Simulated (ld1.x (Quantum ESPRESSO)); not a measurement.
What the settings do to the TM potential of Yb

Base potential:

ld1.x (Quantum ESPRESSO) 7.5 input, shortened:

```
&input
   title='Yb', zed=70., rel=1, dft='WC', iswitch=3,
   config='[Xe] 4f13 5d1 6s2 6p0'
 /
 &inputp
   pseudotype=2, tm=.true., lloc=0,
   nlcc=.false.
 /
3
5P  2  1   6.00   0.00  1.55  1.55  0.0
5D  3  2   1.00   0.00  2.15  2.15  0.0
5S  1  0   2.00   0.00  1.40  1.40  0.0
 &test
   configts(1)='5s2 5p6 5d1 6s2 6p0'
 /
```

Occupied shells without a wave of their own: 6s. They enter only through the test configuration that unscreens the potential.

Cutoffs, loose and tight: the cutoffs (Ry, on a coarse ladder) from which the occupation-weighted sum of valence levels, in a spherical-Bessel basis at the reference potential, stays within 10 and 1 mRy of its value at 400 Ry. They do not see the model core or the augmentation charge, which bear on the density cutoff. Test errors are all-electron minus pseudo excitation energies from the reference, over the configurations 5s2 5p6 5d1 6s1 6p0; 5s2 5p6 5d1 6s0 6p0; 5s2 5p6 5d0 6s0 6p0; 5s2 5p6 5d1 6s1 6p1; 5s2 5p6 5d0 6s2 6p1; 5s1 5p6 5d1 6s2 6p0; 5s2 5p5 5d1 6s2 6p0. A dash means not determined; rows that change the core or the reference have their own tests. The largest error is taken over the tests solved by every variant that gives reliable tests at all: 5s1 5p6 5d1 6s2 6p0; 5s2 5p5 5d1 6s2 6p0; 5s2 5p6 5d0 6s0 6p0; 5s2 5p6 5d1 6s0 6p0; 5s2 5p6 5d1 6s1 6p0.

A true bound ghost makes a file unfit for plane-wave use even where its test errors are small: the radial tests pick states by their node count and pass the ghost by.

Cutoffs are not given where the Bessel-basis levels miss the radial ones by over 6 mRy, ghosts where they miss by over 20 mRy; a channel whose overlap is not positive is not tested.

On the changes marked as counting shells twice: ld1.x takes every shell without a wave as core, so the model core holds the marked electrons as well and exchange and correlation see them twice. This cancels in the reference configuration, but the file is broken for other ones, and its errors say nothing about a proper core correction.

```tsv
change	outcome	cutoff, loose	cutoff, tight	bound ghosts	largest test error (meV)
base	generated	80 Ry	140 Ry	none	-566
functional PBEsol	generated	80 Ry	140 Ry	none	-559
all radii scaled by about 0.90 (s 1.26, p 1.40, d 1.94 bohr)	generated	90 Ry	160 Ry	none	-391
core [Kr] 4d10, valence charge 24; reference 4f14 5s2 5p6 5d0 6s1 6p0; waves now 5s (bound): rc 1.30 bohr; 5p (bound): rc 2.15 bohr; 5d (bound): rc 3.00 bohr; 4f (bound): rc 1.00 bohr; local potential all-electron potential smoothed inside 1.50 bohr (lloc = -1); core correction Bessel-smoothed model core inside 0.60 bohr (6s counted twice)	generated	over 300 Ry	over 300 Ry	none	-391
wave 5d (bound): rc 2.15 bohr becomes 5d (bound): rc 2.52 bohr	generated	80 Ry	140 Ry	none	-564
wave 5s (bound): rc 1.40 bohr becomes 5s (bound): rc 1.06 bohr	generated	90 Ry	180 Ry	none	-386
wave 5p (bound): rc 1.55 bohr becomes 5p (bound): rc 1.00 bohr	generated	200 Ry	over 300 Ry	p	-566
core correction a·sin(br)/r model core inside 1.42 bohr (6s counted twice)	generated	80 Ry	140 Ry	none	-1944
wave 5d (bound): rc 2.15 bohr becomes 5d (bound): rc 2.24 bohr	generated	80 Ry	140 Ry	none	-566
wave 5d (bound): rc 2.15 bohr becomes 5d (bound): rc 2.20 bohr	generated	80 Ry	140 Ry	none	-566
```

**Question.** What comes out with this change to the base: reference 5s2 5p6 5d0 6s0 6p0?

**Answer.** outcome: generated; cutoff, loose: 80 Ry; cutoff, tight: 140 Ry; bound ghosts: none; largest test error (meV): +638.

**Question.** What comes out with this change to the base: fully relativistic?

**Answer.** outcome: generated; bound ghosts: not determined; largest test error (meV): -548.
